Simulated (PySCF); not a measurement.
SbF₅, SMILES [F][Sb]([F])([F])([F])[F]. Geometry: PBE0-D3(BJ)/def2-SVP. The isomer is the one that the SMILES or the coordinates give; other isomers of the formula were not compared. The def2 effective core potentials stand for the cores of Sb; spin–orbit coupling is left out.

Computed equilibrium geometry at PBE0-D3(BJ)/def2-SVP (PySCF confirms it by a frequency run) as bond lengths and angles, and its point group:
point group D3h.
Atoms: Sb1 F2 F3 F4 F5 F6. Bond lengths (Å): Sb1–F2 1.894, Sb1–F3 1.894, Sb1–F4 1.884, Sb1–F5 1.884, Sb1–F6 1.884. Bond angles (°): F2–Sb1–F3 180.0, F2–Sb1–F4 90.0, F2–Sb1–F5 90.0, F2–Sb1–F6 90.0, F3–Sb1–F4 90.0, F3–Sb1–F5 90.0, F3–Sb1–F6 90.0, F4–Sb1–F5 120.0, F4–Sb1–F6 120.0, F5–Sb1–F6 120.0.
Charge 0, spin multiplicity 1.
